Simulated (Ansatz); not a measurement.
`[CH3][GaH][CH3]`. Charge 0, multiplicity 1.

Z-matrix (Å, degrees):
```
C
Ga 1 1.971
H 1 1.091 2 112.5
H 1 1.096 2 109.0 3 119.1
H 1 1.092 2 111.5 3 -123.0
C 2 1.971 1 120.1 3 157.3
H 2 1.579 1 120.0 3 -22.6
H 6 1.092 2 111.5 1 33.7
H 6 1.096 2 109.0 1 -84.2
H 6 1.091 2 112.5 1 156.7
```

Problem. What are the harmonic wavenumbers in cm⁻¹ at PBE0-D4/def2-TZVP (Ansatz, finite differences of forces, unscaled)? (Estimate.)

Solution. Computed: 14i, 29, 154, 364, 547, 547, 596, 618, 734, 769, 776, 1221, 1223, 1443, 1443, 1449, 1452, 1928, 3042, 3042, 3117, 3118, 3148, 3148.
